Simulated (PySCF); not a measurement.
A GIAO shielding run with PySCF (density fitting, non-relativistic, gas phase) on SMILES CC(C)O[SiH2]C(F)(F)F, C4H9F3OSi:

```
$ OMP_NUM_THREADS=1 python probes_run.py task.json out

{"job": {"kind": "nmr", "xc": "PBE0", "basis": "pcSseg-1"}, "charge": 0, "multiplicity": 1}
C     -1.857834     0.290404    -1.361540
C     -1.176396     0.146781    -0.007216
C     -1.697381    -1.054621     0.770874
O      0.215418    -0.036701    -0.195433
Si     1.417275     0.984734    -0.441176
C      2.902297    -0.239817    -0.631675
F      4.064214     0.438638    -0.760319
F      3.077678    -1.068607     0.414590
F      2.820096    -1.027970    -1.721604
H     -1.476319     1.165573    -1.881208
H     -2.931013     0.395260    -1.230621
H     -1.656781    -0.589238    -1.967330
H     -1.328696     1.063594     0.577214
H     -2.759553    -0.941917     0.967944
H     -1.533129    -1.962505     0.196857
H     -1.167056    -1.142840     1.715225
H      1.360900     1.743819    -1.688151
H      1.717518     1.841730     0.702393
```

Hardware: 1 thread of an Arm Neoverse N1, shared host. The job also computes population analyses, field gradients.

**Question.** How large is the calculation?

**Answer.** 82 electrons, 205 basis functions and 1087 auxiliary functions.

**Question.** How long does it take, and how much memory does it need?

**Answer.** 71 s of wall time, with 14 SCF cycles and 4 response iterations; peak memory 0.91 GiB. Times on a shared host scatter by some tens of per cent.
